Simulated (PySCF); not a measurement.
# Magnetic susceptibility: `InChI=1S/C8H17PS/c1-4-9(10)6-5-7(2)8(9)3/h7-8H,4-6H2,1-3H3/t7-,8+,9+/m0/s1`

Cartesian coordinates in Å; atom numbers follow the order of the lines, from 1:
```xyz
27

C     3.380   -0.129   -0.009
C     2.041    0.066    0.688
P     0.826    0.796   -0.504
S     1.386    2.478   -1.288
C     0.407   -0.587   -1.672
C    -1.093   -0.816   -1.489
C    -1.432   -0.581   -0.014
C    -2.931   -0.655    0.244
C    -0.839    0.787    0.334
C    -0.776    1.128    1.814
H     3.715    0.817   -0.432
H     4.131   -0.484    0.693
H     3.296   -0.850   -0.821
H     1.653   -0.876    1.079
H     2.146    0.778    1.511
H     0.978   -1.479   -1.405
H     0.665   -0.300   -2.692
H    -1.378   -1.821   -1.806
H    -1.650   -0.098   -2.095
H    -0.930   -1.347    0.590
H    -3.452    0.117   -0.318
H    -3.318   -1.624   -0.063
H    -3.149   -0.521    1.300
H    -1.412    1.567   -0.186
H    -0.306    0.328    2.383
H    -0.203    2.044    1.957
H    -1.776    1.291    2.211
```

Computed, not measured: PySCF, GIAO PBE0/pcSseg-1 magnetisability, rotational g tensor and spin-rotation constants, non-relativistic, gas phase. Geometry: GFN2-xTB.

Q: What are the magnetisability and the molar susceptibility?

A: Isotropic -2235 × 10⁻³⁰ J/T², or -134.6 × 10⁻⁶ cm³/mol; principal values -2251, -2233, -2220 × 10⁻³⁰ J/T², anisotropy 27 × 10⁻³⁰ J/T² (root of half the summed squared differences of the principal values). The susceptibility is in cgs units.

Q: Split it along the inertial axes a, b, c into diamagnetic and paramagnetic parts about the centre of mass, with the quadrupole moment.

A: 
```tsv
axis	χ (10⁻⁶ cm³/mol)	diamagnetic (10⁻⁶ cm³/mol)	paramagnetic (10⁻⁶ cm³/mol)	summed x² of all electrons (Å²)	quadrupole Θ (D Å)
a	-135.4	-1077.4	942.0	344.3	-2.85
b	-134.4	-1994.3	1859.8	128.2	+0.48
c	-133.9	-2004.5	1870.6	125.8	+2.38
```
Anisotropies 2χaa − χbb − χcc = -2.5 and 2χbb − χaa − χcc = +0.4 × 10⁻⁶ cm³/mol. Θ is traceless in Buckingham's convention.

Q: And the rotational g tensor?

A: 
```
axis  rotational constant (GHz)        g  nuclear part  electronic part
   a                     1.3787  -0.0037        0.6065          -0.6101
   b                     0.6797  -0.0027        0.5911          -0.5939
   c                     0.6728  -0.0032        0.5880          -0.5912
```
Asymmetric top; isotopes 12C, 1H, 31P, 32S; no vibrational averaging.
